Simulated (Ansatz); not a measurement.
Question: Name a neutral molecule of C, Cl, F, N, Si with zero-point energy (PBE0-D4/def2-TZVP) between 40 and 56 kJ/mol and HOMO–LUMO gap (B3LYP/def2-TZVPP) between 8.50 and 8.80 eV (Ansatz, PBE0-D4/def2-TZVP geometry).

Answer: `N#C[Si](F)(F)Cl` (44.3 kJ/mol, 8.60 eV). Other molecules can fit too; these were computed, each in one conformer that needn't be the lowest.

B3LYP here is the variant with VWN-RPA as its local correlation; programs differ in this.
